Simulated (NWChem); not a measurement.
System: BI2F; SMILES FB(I)I

Output (shortened):

```
             Northwest Computational Chemistry Package (NWChem) 7.3.0
             --------------------------------------------------------

 C2V symmetry detected

                             Geometry "geometry" -> ""
                             -------------------------

 Output coordinates in angstroms (scale by  1.889725989 to convert to a.u.)

  No.       Tag          Charge          X              Y              Z
 ---- ---------------- ---------- -------------- -------------- --------------
    1 B                    5.0000     0.00000000     0.00000000     0.80310734
    2 F                    9.0000     0.00000000     0.00000000     2.11187273
    3 I                   53.0000     1.86375700     0.00000000    -0.21719237
    4 I                   53.0000    -1.86375700     0.00000000    -0.21719237

 Effective nuclear repulsion energy (a.u.)     718.2120591733

      Symmetry information
      --------------------

 Group name             C2v
 Group number             16
 Group order               4
 No. of unique centers     3

                                 NWChem DFT Module
                                 -----------------

 Summary of "ao basis" -> "ao basis" (spherical)
 ------------------------------------------------------------------------------
       Tag                 Description            Shells   Functions and Types
 ---------------- ------------------------------  ------  ---------------------
 B                          def2-svp                 6       14   3s2p1d
 F                          def2-svp                 6       14   3s2p1d
 I                          def2-svp                10       26   4s4p2d

      Symmetry analysis of basis
      --------------------------

        a1         32
        a2         10
        b1         24
        b2         14

            General Information
            -------------------
          SCF calculation type: DFT
          Wavefunction type:  closed shell.
          No. of atoms     :     4
          No. of electrons :    64
           Alpha electrons :    32
            Beta electrons :    32
          Charge           :     0
          Spin multiplicity:     1
          Use of symmetry is: on ; symmetry adaption is: on
          Maximum number of iterations: 150
          AO basis - number of functions:    80
                     number of shells:    32
          Convergence on energy requested:  1.00D-06
          Convergence on density requested:  1.00D-05
          Convergence on gradient requested:  5.00D-04

              XC Information
              --------------
                        BHLYP Method XC Functional
                     Hartree-Fock (Exact) Exchange  0.500
                        Slater Exchange Functional  0.500 local
                    Becke 1988 Exchange Functional  0.500 non-local
              Lee-Yang-Parr Correlation Functional  1.000

             Grid Information
             ----------------
          Grid used for XC integration:  medium
          Radial quadrature: Mura-Knowles
          Angular quadrature: Lebedev.
          Tag              B.-S. Rad. Rad. Pts. Rad. Cut. Ang. Pts.
          ---              ---------- --------- --------- ---------
          B                   0.85       49           8.0       434
          F                   0.50       49           9.0       434
          I                   1.40      123          11.0       590
          Grid pruning is: on
          Number of quadrature shells:   221
          Spatial weights used:  Erf1

      Superposition of Atomic Density Guess
      -------------------------------------

 Sum of atomic energies:        -818.05074579

      Non-variational initial energy
      ------------------------------

 Total energy =    -717.955749
 1-e energy   =   -1703.242119
 2-e energy   =     736.270284
 HOMO         =      -0.324753
 LUMO         =       0.040062

      Symmetry analysis of molecular orbitals - initial
      -------------------------------------------------

  Numbering of irreducible representations:

     1 a1          2 a2          3 b1          4 b2

  Orbital symmetries:

     1 a1          2 a1          3 b1          4 a1          5 a1
     6 b1          7 a1          8 b2          9 b1         10 a2
    11 a1         12 b1         13 a1         14 b2         15 a2
    16 b1         17 a1         18 b2         19 a2         20 b1
    21 a1         22 a1         23 b1         24 a1         25 b1
    26 b2         27 a1         28 b1         29 b2         30 a1
    31 a2         32 b1         33 a1         34 b2         35 a1
    36 b1         37 a1         38 b1         39 b2         40 a1
    41 b1         42 a1

     ---------------------------------------------
      Total Density - Mulliken Population Analysis
     ---------------------------------------------

    Atom       Charge   Shell Charges
 -----------   ------   -------------------------------------------------------
    1 B    5     4.16   1.99  0.79  0.16  0.88  0.22  0.12
    2 F    9     9.32   1.99  1.15  0.71  3.49  1.97  0.00
    3 I   25    25.26   1.83  0.22  1.22  0.67  2.92  3.13  2.64  2.61  9.82  0.19
    4 I   25    25.26   1.83  0.22  1.22  0.67  2.92  3.13  2.64  2.61  9.82  0.19

   convergence    iter        energy       DeltaE   RMS-Dens  Diis-err
 ---------------- ----- ----------------- --------- --------- ---------
 d= 0,ls=0.0,diis     1   -719.8694274142 -9.69D+02  1.49D-02  5.54D-01
 d= 0,ls=0.0,diis     2   -719.8557203094  1.37D-02  7.85D-03  7.99D-01
 d= 0,ls=0.0,diis     3   -719.9561317431 -1.00D-01  7.89D-04  2.34D-03
 d= 0,ls=0.0,diis     4   -719.9565364300 -4.05D-04  2.56D-04  2.42D-04
 d= 0,ls=0.0,diis     5   -719.9565667781 -3.03D-05  6.87D-05  2.45D-05
  Resetting Diis
 d= 0,ls=0.0,diis     6   -719.9565692572 -2.48D-06  2.57D-05  5.83D-06
 d= 0,ls=0.0,diis     7   -719.9565699752 -7.18D-07  8.38D-06  1.33D-07

         Total DFT energy =     -719.956569975205
      One electron energy =    -1704.473704883628
           Coulomb energy =      794.402012600500
    Exchange-Corr. energy =      -58.900963697936
 Nuclear repulsion energy =      249.016086005860

 Numeric. integr. density =       64.000012217001

                  Occupations of the irreducible representations
                  ----------------------------------------------

                     irrep           alpha         beta
                     --------     --------     --------
                     a1               13.0         13.0
                     a2                4.0          4.0
                     b1               10.0         10.0
                     b2                5.0          5.0

                       DFT Final Molecular Orbital Analysis
                       ------------------------------------

 Vector   30  Occ=2.000000D+00  E=-3.464340D-01  Symmetry=a1
              MO Center= -1.0D-14, -4.3D-16, -1.9D-01, r^2= 5.1D+00
   Bfn.  Coefficient  Atom+Function         Bfn.  Coefficient  Atom+Function
  ----- ------------  ---------------      ----- ------------  ---------------
    41      0.403064  3 I  pz                67      0.403064  4 I  pz
    44      0.341734  3 I  pz                70      0.341734  4 I  pz
    38     -0.162192  3 I  pz                64     -0.162192  4 I  pz
    39      0.138301  3 I  px                65     -0.138301  4 I  px
    35     -0.131781  3 I  pz                61     -0.131781  4 I  pz

 Vector   31  Occ=2.000000D+00  E=-3.281916D-01  Symmetry=a2
              MO Center= -1.6D-14, -6.0D-17, -2.0D-01, r^2= 5.4D+00
   Bfn.  Coefficient  Atom+Function         Bfn.  Coefficient  Atom+Function
  ----- ------------  ---------------      ----- ------------  ---------------
    40      0.440450  3 I  py                66     -0.440450  4 I  py
    43      0.393620  3 I  py                69     -0.393620  4 I  py
    37     -0.177893  3 I  py                63      0.177893  4 I  py
    34     -0.144446  3 I  py                60      0.144446  4 I  py
    10      0.028894  1 B  d -2

 Vector   32  Occ=2.000000D+00  E=-3.162930D-01  Symmetry=b1
              MO Center=  1.1D-14, -3.2D-16, -1.7D-01, r^2= 5.6D+00
   Bfn.  Coefficient  Atom+Function         Bfn.  Coefficient  Atom+Function
  ----- ------------  ---------------      ----- ------------  ---------------
    41      0.351843  3 I  pz                67     -0.351843  4 I  pz
    44      0.310707  3 I  pz                70     -0.310707  4 I  pz
    39      0.286706  3 I  px                65      0.286706  4 I  px
    42      0.251741  3 I  px                68      0.251741  4 I  px
    38     -0.141382  3 I  pz                64      0.141382  4 I  pz

 Vector   33  Occ=0.000000D+00  E=-2.044290D-02  Symmetry=b2
              MO Center= -2.7D-14,  1.1D-15,  5.9D-01, r^2= 3.3D+00
   Bfn.  Coefficient  Atom+Function         Bfn.  Coefficient  Atom+Function
  ----- ------------  ---------------      ----- ------------  ---------------
     8     -0.624574  1 B  py                 5      0.570705  1 B  py
    43      0.314174  3 I  py                69      0.314174  4 I  py
    22      0.246246  2 F  py                19     -0.232123  2 F  py
    40      0.171583  3 I  py                66      0.171583  4 I  py
    50      0.093804  3 I  d -2              76     -0.093804  4 I  d -2

 Vector   34  Occ=0.000000D+00  E= 1.736034D-02  Symmetry=a1
              MO Center= -7.3D-14, -1.6D-15, -7.9D-02, r^2= 5.8D+00
   Bfn.  Coefficient  Atom+Function         Bfn.  Coefficient  Atom+Function
  ----- ------------  ---------------      ----- ------------  ---------------
     3      1.446796  1 B  s                 42      0.798123  3 I  px
    68     -0.798123  4 I  px                32     -0.636484  3 I  s
    58     -0.636484  4 I  s                  9     -0.519974  1 B  pz
     2      0.513340  1 B  s                 44     -0.295151  3 I  pz
    70     -0.295151  4 I  pz                 6      0.279000  1 B  pz

 Vector   35  Occ=0.000000D+00  E= 1.144966D-01  Symmetry=b1
              MO Center= -4.9D-15, -1.6D-16,  3.5D-02, r^2= 5.7D+00
   Bfn.  Coefficient  Atom+Function         Bfn.  Coefficient  Atom+Function
  ----- ------------  ---------------      ----- ------------  ---------------
     7      1.060845  1 B  px                 4     -0.694108  1 B  px
    42      0.690161  3 I  px                68      0.690161  4 I  px
    32     -0.654953  3 I  s                 58      0.654953  4 I  s
    44     -0.562259  3 I  pz                70      0.562259  4 I  pz
    21     -0.217933  2 F  px                31     -0.186762  3 I  s

     ---------------------------------------------
      Total Density - Mulliken Population Analysis
     ---------------------------------------------

    Atom       Charge   Shell Charges
 -----------   ------   -------------------------------------------------------
    1 B    5     4.77   1.99  0.85  0.08  1.40  0.29  0.16
    2 F    9     9.08   1.99  1.14  0.71  3.37  1.86  0.01
    3 I   25    25.08   1.83  0.22  1.30  0.59  2.93  3.12  2.65  2.40  9.81  0.23
    4 I   25    25.08   1.83  0.22  1.30  0.59  2.93  3.12  2.65  2.40  9.81  0.23

     -------------------------------------------
      Total Density - Lowdin Population Analysis
     -------------------------------------------

    Atom       Charge   Shell Charges
 -----------   ------   -------------------------------------------------------
    1 B    5     5.39   1.96  0.58  0.31  1.28  0.90  0.36
    2 F    9     8.95   1.98  0.98  0.70  3.21  2.07  0.01
    3 I   25    24.83   1.25  0.73  1.02  0.76  2.77  3.19  2.52  2.54  9.49  0.55
    4 I   25    24.83   1.25  0.73  1.02  0.76  2.77  3.19  2.52  2.54  9.49  0.55

     Multipole analysis of the density
     ---------------------------------

     L   x y z        total         alpha         beta         nuclear
     -   - - -        -----         -----         ----         -------
     0   0 0 0     -0.000000    -32.000000    -32.000000     64.000000

     1   1 0 0      0.000000      0.000000      0.000000      0.000000
     1   0 1 0     -0.000000     -0.000000     -0.000000      0.000000
     1   0 0 1     -0.160869    -11.572588    -11.572588     22.984308

     2   2 0 0    -45.980589   -333.100641   -333.100641    620.220692
     2   1 1 0     -0.000000     -0.000000     -0.000000      0.000000
     2   1 0 1     -0.000000     -0.000000     -0.000000      0.000000
     2   0 2 0    -47.161129    -23.580564    -23.580564      0.000000
     2   0 1 1     -0.000000     -0.000000     -0.000000      0.000000
     2   0 0 2    -48.964593   -106.123239   -106.123239    163.281885
```

Level: BHandHLYP/def2-SVP with def2 effective core potentials on I. Geometry: optimised at PBE0/def2-SVP. def2 effective core potentials on I; no spin-orbit coupling.

Task: Reconstruct the input file.

Result: One answer among several that fit: the input that was run:
```
start job
memory heap 200 mb stack 900 mb global 1100 mb
geometry units angstroms noautoz
  B      0.793657    -0.002412     0.000000
  F      2.102422    -0.000065     0.000000
  I     -0.226643    -0.000859    -1.863757
  I     -0.226643    -0.000859     1.863757
end
basis spherical
  * library def2-svp
end
ecp
  I library def2-ecp
end
dft
  xc bhlyp
  iterations 150
  mulliken
end
task dft energy
```
